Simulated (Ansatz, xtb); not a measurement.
# Two isomers of C3H3BClNO

We compare I, `Bc1ocnc1Cl`, a singlet, with II, `Bc1ncc(Cl)o1`, a singlet. Both are isolated molecules in the gas phase, relaxed with PBE-D3(BJ)/def2-SVP; the shapes shown needn't be the lowest conformers.

I (Å):

```xyz
10

C    -1.2307    1.2884    0.0231
C    -1.3299    3.4132    0.5370
C    -0.6412    1.5686    1.2672
B    -1.4406    0.0365   -0.8035
Cl    0.0924    0.4455    2.3254
N    -0.7099    2.8967    1.5752
O    -1.6722    2.5443   -0.4205
H    -1.0363   -1.0196   -0.3658
H    -2.0015    0.1011   -1.8769
H    -1.5910    4.4679    0.3785
```

II (Å):

```yaml
atoms:
  - { symbol: C, position_ang: [-0.9036, 1.1321, -0.0755] }
  - { symbol: C, position_ang: [-0.9693, 3.1373, 0.7330] }
  - { symbol: C, position_ang: [-2.0744, 2.4427, 1.2168] }
  - { symbol: B, position_ang: [-0.5677, -0.1697, -0.8002] }
  - { symbol: Cl, position_ang: [-3.3428, 2.8995, 2.2499] }
  - { symbol: N, position_ang: [-0.2608, 2.2972, -0.0665] }
  - { symbol: O, position_ang: [-2.0569, 1.1968, 0.7299] }
  - { symbol: H, position_ang: [0.4297, -0.1999, -1.4861] }
  - { symbol: H, position_ang: [-1.2937, -1.1329, -0.6777] }
  - { symbol: H, position_ang: [-0.6839, 4.1763, 0.9356] }
```

Quicker runs give these differences E(II) − E(I): GFN2-xTB +4.2 kcal/mol; HF/STO-3G +2.6 kcal/mol (at GFN2-xTB geometries); r2SCAN-D4/def2-SVP +5.4 kcal/mol (at GFN2-xTB geometries).

Estimate E(II) − E(I) at the level CCSD(T)/def2-SVP + ΔMP2/def2-TZVPP.

Calculated at CCSD(T)/def2-SVP + ΔMP2/def2-TZVPP: E(II) − E(I) = +5.6 kcal/mol, so structure I lies lower.

Level by level:

```csv
level,geometry,E(II) − E(I) (kcal/mol),departure from the last row (kcal/mol),"job, with rough time for the two"
GFN2-xTB,GFN2-xTB,+4.2,−1.4,"optimisation, 0.12 s"
HF/STO-3G,GFN2-xTB,+2.6,−3.0,"single point, 0.32 s"
r2SCAN-D4/def2-SVP,GFN2-xTB,+5.4,−0.2,"single point, 2.4 s"
PBE-D3(BJ)/def2-SVP,PBE-D3(BJ)/def2-SVP,+5.2,−0.4,"optimisation, 15 s"
HF/def2-SVP,PBE-D3(BJ)/def2-SVP,+8.2,+2.6,part of the CCSD(T) run
MP2/def2-SVP,PBE-D3(BJ)/def2-SVP,+5.6,0.0,part of the CCSD(T) run
CCSD(T)/def2-SVP,PBE-D3(BJ)/def2-SVP,+6.4,+0.8,single point
CCSD(T)/def2-SVP + ΔMP2/def2-TZVPP,PBE-D3(BJ)/def2-SVP,+5.6,,"single point, 32 s"
```

As drawn, both hold the same kinds of bond in the same numbers.

None of the levels shown reverses the order. The largest departure from CCSD(T)/def2-SVP + ΔMP2/def2-TZVPP is that of HF/STO-3G, 3.0 kcal/mol. The last row adds to CCSD(T) the change of the MP2 difference between the two basis sets, here −0.8 kcal/mol.

With thermal terms from frequencies at re-optimised GFN2-xTB minima (ideal gas, soft modes damped towards free rotors, one conformer each, 298.15 K, 1 atm): on the last row, ΔE + ΔZPE = +5.3, ΔH = +5.4, ΔG = +5.3 kcal/mol.

The correlated steps freeze 11 core orbitals. Programs: Ansatz 0.2.0, xtb 6.7.1; the last row on 2 threads of Intel(R) Xeon(R) 6975P-C (Granite Rapids) on a shared host.
